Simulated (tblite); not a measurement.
C3H9B2BrSi2.
Numbering: `[CH:1]#[C:2][BH:3][Si@@H:4]([BH:5][Br:6])[CH2:7][SiH3:8]` (hydrogens: H9 on C1; H10 on B3; H11 on Si4; H12 on B5; H13, H14 on C7; H15, H16, H17 on Si8)

Computed with GFN2-xTB (tblite), gas phase: L-BFGS steps from a force-field or distance-geometry start until the largest atomic force falls under 0.01 eV/Å.

Step 0: E = -569.2381 eV
```
atom  x, y, z in Å  |  force x, y, z in eV/Å
C1      2.3993    1.3721    1.7345   -0.154  -0.139  -0.348
C2      2.0444    0.9416    0.6561    0.079  -0.134  -0.306
B3      1.6198    0.3740   -0.6891    0.292   0.907   0.624
Si4     0.1403   -0.8806   -0.7970    1.011  -0.621   0.087
B5      0.6373   -2.5185    0.1478    0.067  -0.338   1.068
Br6     1.0233   -2.4728    2.0984   -0.284  -0.188  -1.639
C7     -1.3896   -0.1676    0.0062   -0.764  -0.114   1.138
Si8    -1.9918    1.3048   -0.9644   -0.612   0.691  -0.214
H9      2.6949    1.7557    2.6761   -0.085  -0.111  -0.231
H10     2.1020    0.7797   -1.6809    0.199  -0.011   0.182
H11    -0.1412   -1.2083   -2.1981   -0.254  -0.079  -0.322
H12     0.6757   -3.5435   -0.4452    0.213   0.102   0.601
H13    -1.1589    0.1477    1.0566   -0.270  -0.410  -0.777
H14    -2.1815   -0.9441    0.0323    0.382   0.462   0.217
H15    -3.2187    1.8416   -0.3380    0.168  -0.046  -0.103
H16    -2.3021    0.8839   -2.3338    0.010   0.048   0.026
H17    -0.9603    2.3462   -0.9823    0.001  -0.018  -0.005
```

**Question.** Estimate the geometry and energy of step 1. (The exact step hangs on the optimiser's Hessian estimate; all steps are aligned on step 0, rigid shifts and turns removed.)

**Answer.** E = -569.3667 eV, largest force 1.310 eV/Å
```
atom  x, y, z in Å  |  force x, y, z in eV/Å
C1      2.3971    1.3701    1.7295   -0.061  -0.032  -0.081
C2      2.0456    0.9397    0.6518    0.140  -0.004  -0.099
B3      1.6240    0.3869   -0.6801    0.081   0.567   0.179
Si4     0.1547   -0.8895   -0.7957    0.520  -0.293   0.198
B5      0.6383   -2.5233    0.1631    0.031  -0.258   0.731
Br6     1.0192   -2.4755    2.0750   -0.220  -0.188  -1.278
C7     -1.4005   -0.1692    0.0225   -0.153   0.109   0.032
Si8    -2.0005    1.3146   -0.9674   -0.282   0.253  -0.031
H9      2.6937    1.7541    2.6728   -0.106  -0.140  -0.286
H10     2.1048    0.7795   -1.6783    0.196   0.022   0.191
H11    -0.1448   -1.2094   -2.2027   -0.200  -0.058  -0.178
H12     0.6787   -3.5420   -0.4366    0.199   0.017   0.570
H13    -1.1627    0.1419    1.0455   -0.173  -0.227  -0.151
H14    -2.1760   -0.9375    0.0354    0.037   0.134   0.253
H15    -3.2163    1.8409   -0.3395   -0.008   0.049  -0.034
H16    -2.3020    0.8846   -2.3334   -0.006   0.044  -0.009
H17    -0.9602    2.3459   -0.9824    0.003   0.005  -0.007
```

The energy changes by -0.1286 eV. The first-order estimate −F·Δx gives -0.1696 eV and the mean of the old and new forces, exact on a quadratic surface, -0.1281 eV. The step makes an angle of 0° with the force vector and moves no atom by more than 0.024 Å.

What follows is the cost of the whole relaxation. The run took 1.4 s wall on one thread, Arm Neoverse N1 (aarch64) (shared host).
